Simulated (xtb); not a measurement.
xtb input:

```bash
xtb mol.xyz --gfn 2 --sp --chrg 0 --uhf 0
```
mol.xyz:
```
4

Zr     0.03250275    -0.07029494    -0.15570590
O     -1.36755134    -1.07308822     0.15021540
F     -0.45315438     1.79110751    -0.44991661
F      1.52429891    -0.52482938     1.00841802
```

Question: What final total energy does it print?

Answer: -15.26931 Eh (GFN2-xTB).
